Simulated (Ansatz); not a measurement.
Start from `CS[Si]S` and change one atom or group to get `CS[Si]Cl`.

Ansatz, PBE0-D4/def2-TZVP geometries, multiplicity 1. Each molecule was computed in one conformer, which needn't be the lowest.

| property | `CS[Si]S` |
| --- | --- |
| HOMO energy (ωB97M-V/def2-TZVPP) / eV | -8.94 |
| HOMO–LUMO gap (PBE/def2-TZVPP) / eV | 3.16 |
| HOMO energy (PBE0/def2-TZVPP) / eV | -6.91 |
| size of the dipole moment (B3LYP/def2-TZVPP) / D | 2.01 |
| HOMO–LUMO gap (ωB97M-V/def2-TZVPP) / eV | 8.86 |
| size of the dipole moment (ωB97M-V/def2-TZVPP) / D | 2.00 |

**Question.** What does the change do to each property? (Best estimate.)

**Answer.** Ansatz gave: 
```csv
property,`CS[Si]Cl`,shift
HOMO energy (ωB97M-V/def2-TZVPP) / eV,-9.18,-0.24
HOMO–LUMO gap (PBE/def2-TZVPP) / eV,3.09,-0.07
HOMO energy (PBE0/def2-TZVPP) / eV,-7.13,-0.22
size of the dipole moment (B3LYP/def2-TZVPP) / D,1.45,-0.56
HOMO–LUMO gap (ωB97M-V/def2-TZVPP) / eV,8.90,0.04
size of the dipole moment (ωB97M-V/def2-TZVPP) / D,1.30,-0.70
```

Dipoles are sizes alone; their direction can turn.

B3LYP here is the variant with VWN-RPA as its local correlation; programs differ in this.
